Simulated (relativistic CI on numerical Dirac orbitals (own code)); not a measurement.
Mn: computed level list

These numbers are calculated, not measured: Dirac-Coulomb-Breit CI, KLI orbitals optimised for each configuration, a model potential for QED, valence Slater integrals scaled by 0.85, P86 correlation energy added to each configuration (own radial code, finite nucleus).

Configuration list (outside the closed core [Ar]): 3d5 4s2, 3d6 4s, 3d5 4s 4p, 3d6 4p, 3d7, 3d5 4p2, 3d5 4s 4d, 3d6 4d, 3d6 5s, 3d5 4s 5s, 3d6 5p, 3d5 4s 6s, 3d5 4s 5p, 3d5 4s 6p, 3d5 4s 4f, 3d5 4s 5d, 3d5 4s 7s, 3d5 4s 5g, 3d5 4s 7p, 3d5 4s 5f, 3d5 4s 6d, 3d4 4s2 4p, 3d5 4s 7d. Levels of other configurations are missing.

The lowest level is 3d5 4s2 6S_5/2, with 94 % of that term; Hund's rules for 3d5 4s2 give 6S with J = 5/2, in agreement.

```tsv
No.	Configuration	Term	J	E (cm⁻¹)	%	Landé g
1	3d5 4s2	6S	5/2	0.0	94	2.002
2	3d5(6S) 4s<7S> 4p	8P°	5/2	13998.6	99	2.288
3	3d5(6S) 4s<7S> 4p	8P°	7/2	14114.0	99	1.938
4	3d5(6S) 4s<7S> 4p	8P°	9/2	14266.2	99	1.779
5	3d5(6S) 4s<7S> 4p	6P°	3/2	22048.1	98	2.402
6	3d5(6S) 4s<7S> 4p	6P°	5/2	22068.6	97	1.887
7	3d5(6S) 4s<7S> 4p	6P°	7/2	22100.4	97	1.716
8	3d6(5D) 4s	6D	9/2	23115.7	97	1.556
9	3d6(5D) 4s	6D	7/2	23328.9	97	1.588
10	3d6(5D) 4s	6D	5/2	23487.7	97	1.658
11	3d6(5D) 4s	6D	3/2	23598.0	96	1.868
12	3d6(5D) 4s	6D	1/2	23662.9	96	3.338
13	3d5 4s2	4G	11/2	25048.7	94	1.273
14	3d5 4s2	4G	5/2	25066.7	94	0.571
15	3d5 4s2	4G	9/2	25067.7	94	1.172
16	3d5 4s2	4G	7/2	25071.3	94	0.984
17	3d5 4s2	4P	5/2	28554.4	84	1.579
18	3d5 4s2	4P	3/2	28605.4	87	1.697
19	3d5 4s2	4P	1/2	28666.2	91	2.607
20	3d6(5D) 4s	4D	7/2	29461.5	56	1.429
21	3d5(6S) 4s<5S> 4p	4P°	5/2	29489.6	98	1.601
22	3d5(6S) 4s<5S> 4p	4P°	3/2	29540.7	98	1.735
23	3d5(6S) 4s<5S> 4p	4P°	1/2	29573.9	99	2.669
24	3d6(5D) 4s	4D	5/2	29695.8	51	1.391
25	3d6(5D) 4s	4D	3/2	29766.9	49	1.234
26	3d6(5D) 4s	4D	1/2	29772.5	48	0.057
27	3d5 4s2	4D	7/2	32411.9	56	1.429
28	3d5 4s2	4D	5/2	32543.9	53	1.373
29	3d5 4s2	4D	3/2	32622.5	50	1.203
30	3d5 4s2	4D	1/2	32664.7	49	0.002
31	3d5(6S) 4s<5S> 4p	6P°	3/2	34817.4	80	2.402
32	3d5(6S) 4s<5S> 4p	6P°	5/2	34845.5	80	1.887
33	3d5(6S) 4s<5S> 4p	6P°	7/2	34882.5	80	1.715
34	3d5(6S) 4s<7S> 5s	8S	7/2	35403.7	100	2.002
35	3d5 4s2	2I	11/2	35757.0	94	0.923
36	3d5 4s2	2I	13/2	35759.8	95	1.077
37	3d5(6S) 4s<7S> 5s	6S	5/2	37469.5	99	2.002
38	3d6(3H) 4s	4H	13/2	39834.3	97	1.231
39	3d5 4s2	2D	5/2	39895.4	69	1.117
40	3d6(3H) 4s	4H	11/2	39941.9	97	1.133
41	3d6(3H) 4s	4H	9/2	40032.2	97	0.970
42	3d6(3H) 4s	4H	7/2	40105.7	97	0.667
43	3d5 4s2	2D	3/2	40196.4	85	0.770
44	3d5 4s2	2F	7/2	41061.0	52	1.183
45	3d5 4s2	4F	9/2	41073.8	48	1.331
```

Energies count from the lowest computed level; ° marks odd parity. Percentages are summed over parent terms; the parents shown are those of the largest component, closed shells are left out there, and <> holds an intermediate term.

The mean weight of the leading LS term, summed over parents, in these 45 levels is 84 %, and that of the leading jj configuration (from the same eigenvectors) 39 %, so LS coupling describes them better.

Correlation outside the listed configurations is missing or only estimated: errors of thousands of cm⁻¹ between configurations and terms are usual at this charge. Rates and lifetimes follow the computed energies and can be off by large factors. The fine structure of a lone outer electron comes out too small, for d and f at times inverted, and misplaced configurations move strength between like terms. 22 of the 35 excited levels that our extract of the measured tables holds in this range could be paired (the sources list more); they are missed by 4799 cm⁻¹ on average and 6226 at most, and levels without a partner can miss by more.

LS names give the leading component of a level, which can be under half, so a name can repeat, a term be missing and a line seem to break the LS rules.
